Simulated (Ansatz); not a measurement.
Molecule: C$_{3}$H$_{2}$F$_{3}$ (charge 0, doublet). It need not be the lowest isomer of its formula. 
Coordinates optimised at B3LYP-D3(BJ)/def2-TZVP (Ansatz, an electronic-structure program):
```xyz
8

F      2.6351     0.2689     0.1448
C      1.4143    -0.2910     0.2132
C      0.3158     0.4721    -0.1195
C     -0.9717     0.0287    -0.0932
F     -2.0194     0.7677    -0.4139
F     -1.3311    -1.1963     0.2567
H      1.4193    -1.3207     0.5339
H      0.4679     1.4985    -0.4256
```
Charge 0, spin multiplicity 2.

Computed values are from Ansatz. Valence correlation only, unless marked. UHF or UKS for open shells. No spin-orbit coupling. No relativistic terms. CBS marks a two-point X^-3 extrapolation of the correlation energy; Hartree-Fock from the larger set.

```
Property                                                        Value
---------------------  ----------------------------------------------
atomisation energy De  788.2 kcal/mol at CCSD(T)/CBS(cc-pVTZ,cc-pVQZ)
total energy             -414.6225 Eh at CCSD(T)/CBS(cc-pVTZ,cc-pVQZ)
dipole moment                           0.05 D at CCSD(T)/aug-cc-pVDZ
T1 diagnostic                                   0.022 at CCSD/cc-pVQZ
```

The UHF reference is spin-contaminated (<S^2> 0.19 over the pure value in the largest basis).
